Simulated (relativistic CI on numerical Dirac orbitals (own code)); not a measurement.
**What each ingredient does to the levels of Ag35+**

Base calculation: Dirac-Coulomb-Breit CI, KLI orbitals optimised for each configuration, QED by a radiative potential, unscaled Slater integrals.

CI space (outside the closed core [Ne]): 3s2, 3s.3p, 3p2, 3s.3d, 3d2, 3p.3d, 3p.4s, 3d.4s, 3s.4s, 3s.4p, 3s.4d, 3s.4f, 3s.5s, 3s.5p, 3s.5d, 3s.5f, 4s2, 3s.5g, 3s.6s, 3s.6p, 3s.6d. Levels of other configurations are missing.

The lowest level and the first level of each name with at least 55 % of one term (blank where a level has no safe partner in the second run):

| Level | Base (cm⁻¹) | Shift (cm⁻¹) |
| --- | --- | --- |
| 3s2 1S_0 | 0 | 0 |
| 3s.3p 3P°_0 | 571242 | -6432 |
| 3s.3p 3P°_1 | 623293 | -5572 |
| 3s.3p 3P°_2 | 927875 | -192 |
| 3s.3p 1P°_1 | 1117205 | -661 |
| 3p2 3P_0 | 1378275 | -12561 |
| 3p2 1D_2 | 1671266 | -4790 |
| 3p2 3P_1 | 1678497 | -7020 |
| 3s.3d 3D_1 | 1910208 | +2468 |
| 3s.3d 3D_2 | 1928327 | +2842 |
| 3s.3d 3D_3 | 1985988 | +6737 |
| 3p2 1S_0 | 2171773 | -1798 |
| 3p.3d 3F°_2 | 2527104 | -3298 |
| 3p.3d 3F°_3 | 2673396 | +906 |

At this charge energies of transitions that change n are usually good to better than 1 %, and those within a shell (Δn = 0) to a few per cent.

(1) One thing was changed in a second run, which moved the levels as shown. Which?
A. one mean potential for all configurations
B. configuration mixing switched off
C. Breit term removed
D. QED terms removed

## Answers

(1) C. Breit term removed. The Breit term mainly narrows fine-structure intervals, so removing it widens them.

LS names give the leading component of a level, which can be under half, so a name can repeat, a term be missing and a line seem to break the LS rules.
